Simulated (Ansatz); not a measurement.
Stretching the Si1–Cl2 bond in SiCl (multiplicity 2 held). Energies count from the point at 2.084 Å.


```tsv
level	energy at R = 8.335 Å (kcal/mol)	cost
RO-HF/cc-pV(T+d)Z	152.10	-
U-HF/cc-pV(T+d)Z	70.89	-
RO-PBE/cc-pV(T+d)Z	107.91	-
RO-r2SCAN/cc-pV(T+d)Z	116.89	-
U-r2SCAN/cc-pV(T+d)Z	98.09	×3
U-B3LYP/cc-pV(T+d)Z	96.39	×0.9
RO-wB97X-V/cc-pV(T+d)Z	153.40	-
U-wB97X-V/cc-pV(T+d)Z	103.61	×0.7
RO-MP2/cc-pV(T+d)Z	129.67	-
U-MP2/cc-pV(T+d)Z	100.37	-
U-CCSD/cc-pV(T+d)Z	93.33	-
U-CCSD(T)/cc-pV(T+d)Z	96.50	×0.3
FIC-MRCISD on CASSCF(11,8)/cc-pV(T+d)Z	95.05	-
FIC-MRCISD+Q on CASSCF(11,8)/cc-pV(T+d)Z	95.66	-
```

The rows run from 70.89 (U-HF/cc-pV(T+d)Z) to 153.40 kcal/mol (RO-wB97X-V/cc-pV(T+d)Z). In cc-pV(T+d)Z the value moves U-HF 70.89, U-MP2 100.37, U-CCSD 93.33, U-CCSD(T) 96.50, a shift of 25.62 from U-HF to U-CCSD(T). The 3 U-functionals in cc-pV(T+d)Z without D3 or D4 span 7.22, from U-B3LYP to U-wB97X-V.

R- and RO- levels are restricted; in cc, def2 and unpolarised 6-31G sets they are followed outwards from rest. U- levels take the lowest unrestricted solution at each point, which mixes spins at long bonds. Active spaces are followed from rest. Curves can end on different states.

Frozen-core correlation.

Doubts at one or more of the structures used: a restricted determinant that unrestricted orbitals would lower (RO-HF/cc-pV(T+d)Z, RO-PBE/cc-pV(T+d)Z, RO-r2SCAN/cc-pV(T+d)Z, RO-wB97X-V/cc-pV(T+d)Z, RO-MP2/cc-pV(T+d)Z); a spin-contaminated determinant (U-HF/cc-pV(T+d)Z, U-r2SCAN/cc-pV(T+d)Z, U-B3LYP/cc-pV(T+d)Z, U-wB97X-V/cc-pV(T+d)Z, U-MP2/cc-pV(T+d)Z, U-CCSD/cc-pV(T+d)Z, U-CCSD(T)/cc-pV(T+d)Z).

The values were computed with Ansatz (Gaussian basis) for Hartree–Fock, density functionals and correlated methods. 

Costs are rough ratios of core time to U-PBE/cc-pV(T+d)Z (about 60 s over the structures, on one shared machine); a dash marks a level with no comparable run of its own.

Ansatz is a program for electronic structure.
